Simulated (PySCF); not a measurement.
```xyz
14

C     -2.0693     0.1137    -0.9398
C     -0.7671     0.5296    -1.1163
C      0.0129     0.0017     0.0020
C      1.3489     0.1808     0.2103
C      2.5554    -0.0167     0.9648
C      2.6325     0.7120    -0.1561
C     -0.9027    -0.7528     0.8564
C     -2.1532    -0.6801     0.2813
H     -2.9160     0.3370    -1.6037
H     -0.3629     1.1417    -1.9328
H      3.0637    -0.4498     1.8345
H      3.2483     1.2958    -0.8506
H     -0.6182    -1.2723     1.7805
H     -3.0723    -1.1407     0.6695
```

Charge 0, multiplicity 1.

**Question.** Give the Mulliken and meta-Löwdin atomic charges from ωB97X-D3(BJ)/def2-SVP // PBE-D3(BJ)/def2-SVP (PySCF).

**Answer.** 
```json
[
 {"atom": "C1", "Mulliken (e)": "-0.03", "meta-Löwdin (e)": "-0.14"},
 {"atom": "C2", "Mulliken (e)": "-0.01", "meta-Löwdin (e)": "-0.14"},
 {"atom": "C3", "Mulliken (e)": "-0.13", "meta-Löwdin (e)": "-0.09"},
 {"atom": "C4", "Mulliken (e)": "0.17", "meta-Löwdin (e)": "0.10"},
 {"atom": "C5", "Mulliken (e)": "-0.02", "meta-Löwdin (e)": "-0.05"},
 {"atom": "C6", "Mulliken (e)": "-0.02", "meta-Löwdin (e)": "-0.05"},
 {"atom": "C7", "Mulliken (e)": "-0.01", "meta-Löwdin (e)": "-0.14"},
 {"atom": "C8", "Mulliken (e)": "-0.03", "meta-Löwdin (e)": "-0.14"},
 {"atom": "H9", "Mulliken (e)": "-0.01", "meta-Löwdin (e)": "0.09"},
 {"atom": "H10", "Mulliken (e)": "-0.02", "meta-Löwdin (e)": "0.09"},
 {"atom": "H11", "Mulliken (e)": "0.06", "meta-Löwdin (e)": "0.15"},
 {"atom": "H12", "Mulliken (e)": "0.06", "meta-Löwdin (e)": "0.15"},
 {"atom": "H13", "Mulliken (e)": "-0.02", "meta-Löwdin (e)": "0.09"},
 {"atom": "H14", "Mulliken (e)": "-0.01", "meta-Löwdin (e)": "0.09"}
]
```
